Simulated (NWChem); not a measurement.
Program: NWChem. System: H$_{2}$FNSi, charge 0, spin multiplicity 1, at a geometry optimised with PBE0/def2-SVP. The structure started from a generated list of species. Level: RHF/3-21G.

Input file:

```
start mol
memory heap 200 mb stack 900 mb global 1100 mb
geometry units angstroms nocenter noautoz
  Si    -0.147054    -0.628142     0.000000
  F     -1.191968     0.644408     0.000000
  N      1.313085     0.268779     0.000000
  H      1.367610     1.284764     0.000000
  H      2.227256    -0.171903     0.000000
  symmetry group Cs
end
basis spherical
  * library 3-21g
end
scf
  rhf
  nopen 0
  maxiter 100
  thresh 1e-7
  semidirect memsize 60000000 filesize 0
end
task scf energy
```

NWChem printed:

```
             Northwest Computational Chemistry Package (NWChem) 7.3.0
             --------------------------------------------------------

                                NWChem Input Module
                                -------------------

 Scaling coordinates for geometry "geometry" by  1.889725989
 (inverse scale =  0.529177249)

 Turning off AUTOSYM since
 SYMMETRY directive was detected!

                             Geometry "geometry" -> ""
                             -------------------------

 Output coordinates in angstroms (scale by  1.889725989 to convert to a.u.)

  No.       Tag          Charge          X              Y              Z
 ---- ---------------- ---------- -------------- -------------- --------------
    1 Si                  14.0000    -0.14705400    -0.62814200     0.00000000
    2 F                    9.0000    -1.19196800     0.64440800     0.00000000
    3 N                    7.0000     1.31308500     0.26877900     0.00000000
    4 H                    1.0000     1.36761000     1.28476400     0.00000000
    5 H                    1.0000     2.22725600    -0.17190300     0.00000000

 Effective nuclear repulsion energy (a.u.)     100.7822267217

            Nuclear Dipole moment (a.u.)
            ----------------------------
        X                 Y               Z
 ---------------- ---------------- ----------------
    -0.0000132281    -0.0000037795     0.0000000000

      Symmetry information
      --------------------

 Group name             Cs
 Group number              2
 Group order               2
 No. of unique centers     5

      Symmetry unique atoms

     1    2    3    4    5


 Summary of "ao basis" -> "" (spherical)
 ------------------------------------------------------------------------------
       Tag                 Description            Shells   Functions and Types
 ---------------- ------------------------------  ------  ---------------------
 *                           3-21g                    on all atoms

 Summary of "ao basis" -> "ao basis" (spherical)
 ------------------------------------------------------------------------------
       Tag                 Description            Shells   Functions and Types
 ---------------- ------------------------------  ------  ---------------------
 Si                          3-21g                   7       13   4s3p
 F                           3-21g                   5        9   3s2p
 N                           3-21g                   5        9   3s2p
 H                           3-21g                   2        2   2s

                                 NWChem SCF Module
                                 -----------------

  ao basis        = "ao basis"
  functions       =    35
  atoms           =     5
  closed shells   =    16
  open shells     =     0
  charge          =   0.00
  wavefunction    = RHF
  use symmetry    = T
  symmetry adapt  = T

 Summary of "ao basis" -> "ao basis" (spherical)
 ------------------------------------------------------------------------------
       Tag                 Description            Shells   Functions and Types
 ---------------- ------------------------------  ------  ---------------------
 Si                          3-21g                   7       13   4s3p
 F                           3-21g                   5        9   3s2p
 N                           3-21g                   5        9   3s2p
 H                           3-21g                   2        2   2s

      Symmetry analysis of basis
      --------------------------

        a'         28
        a"          7

 Forming initial guess at       0.0s

      Superposition of Atomic Density Guess
      -------------------------------------

 Sum of atomic energies:        -441.19633368

      Non-variational initial energy
      ------------------------------

 Total energy =    -441.802538
 1-e energy   =    -812.359653
 2-e energy   =     269.774888
 HOMO         =      -0.274147
 LUMO         =       0.001394

      Symmetry analysis of molecular orbitals - initial
      -------------------------------------------------

  Numbering of irreducible representations:

     1 a'          2 a"

  Orbital symmetries:

     1 a'          2 a'          3 a'          4 a'          5 a'
     6 a'          7 a"          8 a'          9 a'         10 a'
    11 a'         12 a"         13 a'         14 a'         15 a"
    16 a'         17 a"         18 a'         19 a'         20 a'
    21 a'         22 a'         23 a"         24 a'         25 a'
    26 a'

 Starting SCF solution at       0.0s

 ----------------------------------------------
         Quadratically convergent ROHF

 Convergence threshold     :          1.000E-07
 Maximum no. of iterations :          100
 Final Fock-matrix accuracy:          1.000E-09
 ----------------------------------------------

              iter       energy          gnorm     gmax       time
             ----- ------------------- --------- --------- --------
                 1     -441.6401026093  9.48D-01  3.17D-01      0.1
                 2     -441.6843719315  2.23D-01  6.79D-02      0.1
                 3     -441.6886604038  1.44D-02  5.33D-03      0.1
                 4     -441.6887002419  1.26D-04  5.73D-05      0.1
                 5     -441.6887002451  7.29D-09  1.92D-09      0.1

       Final RHF  results
       ------------------

         Total SCF energy =   -441.688700245052
      One-electron energy =   -814.204062075578
      Two-electron energy =    271.733135108798
 Nuclear repulsion energy =    100.782226721729

        Time for solution =      0.0s

       Symmetry analysis of molecular orbitals - final
       -----------------------------------------------

  Numbering of irreducible representations:

     1 a'          2 a"

  Orbital symmetries:

     1 a'          2 a'          3 a'          4 a'          5 a"
     6 a'          7 a'          8 a'          9 a'         10 a'
    11 a'         12 a'         13 a"         14 a'         15 a"
    16 a'         17 a"         18 a'         19 a'         20 a'
    21 a'         22 a'         23 a"         24 a'         25 a'
    26 a'

             Final eigenvalues
             -----------------

              1
    1  -68.3451
    2  -26.0963
    3  -15.4765
    4   -6.1407
    5   -4.2336
    6   -4.2331
    7   -4.2316
    8   -1.5234
    9   -1.1414
   10   -0.7145
   11   -0.6682
   12   -0.6168
   13   -0.5928
   14   -0.5712
   15   -0.4275
   16   -0.3562
   17    0.0842
   18    0.1767
   19    0.2450
   20    0.3283
   21    0.3334
   22    0.4623
   23    0.5077
   24    0.6252
   25    0.6460
   26    1.2255

                       ROHF Final Molecular Orbital Analysis
                       -------------------------------------

 Vector   14  Occ=2.000000D+00  E=-5.711829D-01  Symmetry=a'
              MO Center= -4.8D-01,  4.4D-01, -4.0D-14, r^2= 2.1D+00
   Bfn.  Coefficient  Atom+Function         Bfn.  Coefficient  Atom+Function
  ----- ------------  ---------------      ----- ------------  ---------------
    20      0.515552  2 F  px                16      0.439792  2 F  px
    29      0.243572  3 N  px                25      0.220776  3 N  px
    28     -0.163501  3 N  s

 Vector   15  Occ=2.000000D+00  E=-4.275000D-01  Symmetry=a"
              MO Center=  1.1D+00,  2.1D-01,  2.1D-14, r^2= 1.2D+00
   Bfn.  Coefficient  Atom+Function         Bfn.  Coefficient  Atom+Function
  ----- ------------  ---------------      ----- ------------  ---------------
    31      0.605561  3 N  pz                27      0.440339  3 N  pz

 Vector   16  Occ=2.000000D+00  E=-3.562071D-01  Symmetry=a'
              MO Center= -2.0D-01, -1.0D+00,  5.9D-14, r^2= 2.1D+00
   Bfn.  Coefficient  Atom+Function         Bfn.  Coefficient  Atom+Function
  ----- ------------  ---------------      ----- ------------  ---------------
    10      0.644667  1 Si s                  8     -0.306312  1 Si py
    28     -0.251315  3 N  s                  6      0.248781  1 Si s
    12     -0.237074  1 Si py                 2     -0.232258  1 Si s
    21      0.211920  2 F  py                17      0.163821  2 F  py
    29      0.157777  3 N  px                 4      0.152340  1 Si py

 Vector   17  Occ=0.000000D+00  E= 8.422070D-02  Symmetry=a"
              MO Center= -9.2D-02, -5.8D-01,  3.0D-14, r^2= 3.1D+00
   Bfn.  Coefficient  Atom+Function         Bfn.  Coefficient  Atom+Function
  ----- ------------  ---------------      ----- ------------  ---------------
    13      0.788648  1 Si pz                31     -0.361347  3 N  pz
     9      0.324859  1 Si pz                22     -0.211381  2 F  pz
    27     -0.182930  3 N  pz                 5     -0.176368  1 Si pz

 Vector   18  Occ=0.000000D+00  E= 1.767477D-01  Symmetry=a'
              MO Center= -2.2D-01, -7.6D-01,  2.3D-15, r^2= 3.9D+00
   Bfn.  Coefficient  Atom+Function         Bfn.  Coefficient  Atom+Function
  ----- ------------  ---------------      ----- ------------  ---------------
    11      1.097835  1 Si px                28     -0.663790  3 N  s
    19      0.423154  2 F  s                 33      0.226903  4 H  s
    21     -0.212871  2 F  py                12     -0.210810  1 Si py
     7      0.184895  1 Si px

 Vector   19  Occ=0.000000D+00  E= 2.449913D-01  Symmetry=a'
              MO Center=  6.2D-01,  1.2D-01,  2.7D-15, r^2= 4.3D+00
   Bfn.  Coefficient  Atom+Function         Bfn.  Coefficient  Atom+Function
  ----- ------------  ---------------      ----- ------------  ---------------
    28      1.194250  3 N  s                 12     -0.885610  1 Si py
    10     -0.664376  1 Si s                 35     -0.656128  5 H  s
    19      0.452896  2 F  s                 33     -0.302523  4 H  s
    20      0.193959  2 F  px

 center of mass
 --------------
 x =  -0.14247442 y =  -0.01336323 z =   0.00000000

 moments of inertia (a.u.)
 ------------------
          77.241155021544          20.409452935704           0.000000000000
          20.409452935704         208.079054401495           0.000000000000
           0.000000000000           0.000000000000         285.320209423038

  Mulliken analysis of the total density
  --------------------------------------

    Atom       Charge   Shell Charges
 -----------   ------   -------------------------------------------------------
    1 Si  14    13.00   2.00  1.98  5.86  0.77  1.01  0.91  0.47
    2 F    9     9.57   1.98  0.44  2.46  1.55  3.13
    3 N    7     8.12   1.99  0.36  1.82  1.33  2.63
    4 H    1     0.65   0.43  0.23
    5 H    1     0.66   0.43  0.22

       Multipole analysis of the density wrt the origin
       ------------------------------------------------

     L   x y z        total         open         nuclear
     -   - - -        -----         ----         -------
     0   0 0 0     -0.000000      0.000000     32.000000

     1   1 0 0      1.050957      0.000000     -0.000013
     1   0 1 0      0.019138      0.000000     -0.000004
     1   0 0 1      0.000000      0.000000      0.000000

     2   2 0 0    -16.884959      0.000000    114.239096
     2   1 1 0      1.260938      0.000000     -6.339141
     2   1 0 1      0.000000      0.000000      0.000000
     2   0 2 0    -19.100008      0.000000     40.878303
     2   0 1 1     -0.000000      0.000000      0.000000
     2   0 0 2    -16.879591      0.000000      0.000000

 Task  times  cpu:        0.1s     wall:        0.1s

 Total times  cpu:        0.1s     wall:        0.1s
```
